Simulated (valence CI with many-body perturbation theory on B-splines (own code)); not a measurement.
Forbidden lines of Te XXXII

Method: valence CI with perturbative core correlation (CI+MBPT): three valence electrons over a frozen Dirac-Fock core [Ar], a basis of 7 s, 7 p, 8 d, 6 f, 4 g, 1 h functions for each j, with the one-electron correlation potential Σ1 (screened to all orders), the two-electron term Σ2, the three-electron term Σ3, Breit, model QED; selected single and double excitations, second order for the rest, scaled by the run's own slope (own B-spline code, finite nucleus).

The last digits are not significant, and no measured levels were compared; by estimate large intervals hold to a few tenths of a per cent, small ones and those within an open d or f shell to about a per cent. Only levels of the ground parity were solved; by the run's estimate the other parity begins above the list, which can be wrong where configurations are misplaced.

Lines 1 to 50 of 69 in falling wavelength, among levels below 476770 cm⁻¹, chosen from the decays that carry over 1 % of a level's rate. Wavelengths and rates use the calculated energies. Weak lines are less certain than strong ones. Lines between different terms over intervals too small for the method are left out, as are lines whose strength nearly cancels. The highest levels of a list are the least certain.

Levels are named by their leading jj configuration (3d3/2^4 stands for four electrons in 3d with j = 3/2), which in mixed levels can hold well under half, so a name can repeat and another be missing. Letters in brackets count levels of one name in rising energy.

```tsv
λ vac (Å)	Upper	Lower	Type	A (s⁻¹)	Branch %
6846	(3d3/2^2 3d5/2) J=9/2	(3d3/2^2 3d5/2) J=7/2	M1	4.06e+01	100.0
5034	(3d3/2^2 3d5/2) J=1/2	(3d3/2^2 3d5/2) J=3/2	M1	1.96e+02	4.7
2592	(3d3/2^2 3d5/2) J=7/2	(3d3/2^2 3d5/2) J=5/2 [a]	M1	1.56e+03	100.0
2294	(3d3/2^2 3d5/2) J=3/2	(3d3/2^2 3d5/2) J=5/2 [a]	M1	6.05e+02	4.7
2292	(3d3/2 3d5/2^2) J=5/2 [a]	(3d3/2 3d5/2^2) J=3/2 [a]	M1	6.41e+02	3.1
1929	(3d3/2 3d5/2^2) J=11/2	(3d3/2 3d5/2^2) J=9/2	M1	8.64e+02	10.1
1601	(3d5/2^3) J=9/2	(3d3/2 3d5/2^2) J=11/2	M1	8.70e+02	2.0
1563	(3d3/2 3d5/2^2) J=5/2 [b]	(3d3/2 3d5/2^2) J=3/2 [a]	M1	3.17e+02	1.8
1535	(3d5/2^3) J=3/2	(3d3/2 3d5/2^2) J=5/2 [a]	M1	4.82e+02	1.0
1424	(3d3/2^2 3d5/2) J=5/2 [a]	(3d3/2^3) J=3/2	M1	1.13e+04	100.0
1339	(3d3/2 3d5/2^2) J=5/2 [a]	(3d3/2^2 3d5/2) J=5/2 [b]	M1	2.51e+02	1.2
1221	(3d3/2 3d5/2^2) J=5/2 [a]	(3d3/2 3d5/2^2) J=7/2 [a]	M1	6.66e+02	3.2
1196	(3d3/2 3d5/2^2) J=9/2	(3d3/2^2 3d5/2) J=9/2	M1	1.01e+04	56.5
1153	(3d3/2 3d5/2^2) J=7/2 [a]	(3d3/2^2 3d5/2) J=7/2	M1	6.34e+03	20.7
1124	(3d3/2^2 3d5/2) J=5/2 [b]	(3d3/2^2 3d5/2) J=3/2	M1	6.06e+03	69.0
1064	(3d3/2^2 3d5/2) J=5/2 [b]	(3d3/2^2 3d5/2) J=7/2	M1	7.13e+02	8.1
1052	(3d3/2 3d5/2^2) J=5/2 [b]	(3d3/2^2 3d5/2) J=5/2 [b]	M1	7.00e+03	40.7
1040	(3d3/2 3d5/2^2) J=3/2 [b]	(3d5/2^3) J=3/2	M1	1.17e+03	2.4
1038	(3d5/2^3) J=3/2	(3d3/2 3d5/2^2) J=1/2	M1	6.77e+03	14.5
1018	(3d3/2 3d5/2^2) J=9/2	(3d3/2^2 3d5/2) J=7/2	M1	7.79e+03	43.4
998.3	(3d3/2 3d5/2^2) J=3/2 [a]	(3d3/2^2 3d5/2) J=1/2	M1	4.62e+03	8.9
977.6	(3d3/2 3d5/2^2) J=5/2 [b]	(3d3/2 3d5/2^2) J=7/2 [a]	M1	6.53e+02	3.8
927.0	(3d3/2 3d5/2^2) J=7/2 [b]	(3d3/2^2 3d5/2) J=5/2 [b]	M1	4.84e+02	3.2
919.2	(3d5/2^3) J=3/2	(3d3/2 3d5/2^2) J=3/2 [a]	M1	1.20e+04	25.8
888.2	(3d3/2 3d5/2^2) J=1/2	(3d3/2^2 3d5/2) J=1/2	M1	2.59e+04	94.6
878.7	(3d3/2^2 3d5/2) J=3/2	(3d3/2^3) J=3/2	M1	1.24e+04	95.3
874.8	(3d5/2^3) J=9/2	(3d3/2 3d5/2^2) J=9/2	M1	1.88e+04	42.5
868.7	(3d3/2 3d5/2^2) J=7/2 [b]	(3d3/2 3d5/2^2) J=7/2 [a]	M1	2.53e+03	16.9
863.5	(3d5/2^3) J=5/2	(3d5/2^3) J=3/2	M1	1.49e+03	1.7
833.1	(3d3/2 3d5/2^2) J=3/2 [a]	(3d3/2^2 3d5/2) J=3/2	M1	2.66e+04	51.6
797.9	(3d3/2 3d5/2^2) J=7/2 [a]	(3d3/2^2 3d5/2) J=5/2 [a]	M1	2.43e+04	79.3
795.2	(3d5/2^3) J=9/2	(3d3/2 3d5/2^2) J=7/2 [a]	M1	2.25e+04	51.0
755.0	(3d3/2 3d5/2^2) J=1/2	(3d3/2^2 3d5/2) J=3/2	M1	8.31e+02	3.0
754.3	(3d3/2^2 3d5/2) J=5/2 [b]	(3d3/2^2 3d5/2) J=5/2 [a]	M1	1.15e+03	13.1
748.1	(3d3/2^2 3d5/2) J=1/2	(3d3/2^3) J=3/2	M1	3.94e+03	95.2
738.4	(3d3/2 3d5/2^2) J=11/2	(3d3/2^2 3d5/2) J=9/2	M1	7.71e+03	89.9
715.1	(3d5/2^3) J=3/2	(3d3/2^2 3d5/2) J=5/2 [b]	M1	1.59e+04	34.1
709.5	(3d3/2 3d5/2^2) J=3/2 [b]	(3d3/2 3d5/2^2) J=5/2 [b]	M1	5.35e+03	10.8
676.7	(3d5/2^3) J=5/2	(3d3/2 3d5/2^2) J=7/2 [b]	M1	9.52e+03	10.8
622.7	(3d5/2^3) J=5/2	(3d3/2 3d5/2^2) J=5/2 [b]	M1	2.65e+04	30.0
620.0	(3d3/2 3d5/2^2) J=3/2 [b]	(3d3/2 3d5/2^2) J=5/2 [a]	M1	1.87e+04	37.8
611.1	(3d3/2 3d5/2^2) J=3/2 [a]	(3d3/2^2 3d5/2) J=5/2 [a]	M1	1.71e+04	33.2
611.0	(3d3/2 3d5/2^2) J=5/2 [a]	(3d3/2^2 3d5/2) J=3/2	M1	4.64e+03	22.1
592.8	(3d3/2 3d5/2^2) J=5/2 [a]	(3d3/2^2 3d5/2) J=7/2	M1	1.13e+04	54.1
543.4	(3d3/2 3d5/2^2) J=5/2 [b]	(3d3/2^2 3d5/2) J=3/2	M1	4.42e+03	25.7
534.0	(3d3/2 3d5/2^2) J=7/2 [b]	(3d3/2^2 3d5/2) J=9/2	M1	6.73e+03	44.7
529.0	(3d3/2 3d5/2^2) J=5/2 [b]	(3d3/2^2 3d5/2) J=7/2	M1	2.15e+03	12.5
519.4	(3d3/2 3d5/2^2) J=3/2 [b]	(3d3/2 3d5/2^2) J=1/2	M1	4.65e+03	9.4
495.4	(3d3/2 3d5/2^2) J=7/2 [b]	(3d3/2^2 3d5/2) J=7/2	M1	3.10e+03	20.6
493.1	(3d3/2^2 3d5/2) J=5/2 [b]	(3d3/2^3) J=3/2	M1	8.61e+02	9.8
```
